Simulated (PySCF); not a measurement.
Computed IR spectrum (relative IR intensity) of a molecule C₃H₅O, multiplicity 2. Geometry optimised at PBE0-D3(BJ)/def2-SVP. One conformer was computed; it need not be the lowest. Level of theory: PySCF with PBE0-D3(BJ)/def2-SVP. No scaling factor is applied to the harmonic values.

ν (cm⁻¹): 505 (w), 857 (w), 987 (vw), 1045 (vw), 1396 (w), 1414 (vw), 1468 (w), 1475 (w), 2001 (vs), 3042 (w), 3068 (w), 3103 (vw), 3165 (w), 3170 (w) (against the strongest line: vs over 80 %, s over 45 %, m over 15 %, w over 4 %, vw less)

Task: Identify the compound among the candidates.
(A) [CH]=C(C)O
(B) [CH2]C(C)=O
(C) CC[C]=O

Result: C, CC[C]=O
